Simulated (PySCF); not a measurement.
**Correlation energy of Hf (hafnium, neutral)**

[Xe] 4f14 5d1 6s2 6p1, one real determinant (an excited configuration). All numbers are calculated (PySCF 2.14, scalar relativity by spin-free X2C-1e, in x2c-TZVPPall (11s7p7d3f1g, 97 functions)). Frozen: [Xe] 4f14; 4 electrons correlated.

```csv
level,correlation energy (mhartree)
CCSD,-62.36
(T),-4.58
CCSD(T),-66.94
```

Diagnostics: T1 = 0.086, D1 = 0.1917, largest double amplitude 0.189.

**Question.** Is a single reference adequate?

**Answer.** Not fully. The real determinant used has ⟨L²⟩ near 8 against 12 for a pure F term, so it mixes terms. Spin-orbit coupling, absent here, splits the open shell strongly. T1 exceeds 0.03, a sign that the reference determinant is poor. A double-excitation amplitude exceeds 0.15, a sign of near-degeneracy.

The basis was made for the ground configuration and has no added diffuse functions, which can raise the energy of the promoted electron.

The reference is one real determinant that mixes LS terms of this configuration.
